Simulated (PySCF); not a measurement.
**Ionisation energy of Se⁺ by level of theory**

Se⁺ [Ar] 3d10 4s2 4p3 (4S) → Se²⁺ [Ar] 3d10 4s2 4p2 (3P), as a difference of total energies. Computed with PySCF 2.14 in cc-pVTZ-PP with ECP10MDF (5s4p3d1f, 39 functions), with scalar relativity through the core potential. Correlated levels: valence: 3s2 3p6 3d10 frozen. The calculations carry no spin-orbit coupling.

```csv
method,ionisation energy (eV),difference from reference (eV)
UHF,20.840,-0.356
BP86,21.317,+0.121
M06-L,21.052,-0.144
MP2 (valence),21.345,+0.149
SCS-MP2 (valence),21.194,-0.002
CCSD (valence),21.310,+0.114
CCSD(T) (valence),21.338,+0.142
```

Reference: 21.196 ± 0.01 eV (measured; NIST Atomic Spectra Database, ionization energies).

The reference lies between the lowest fine-structure levels, while these numbers refer to the centres of the terms.

Errors of the correlated levels include the incompleteness of this basis and the frozen core.
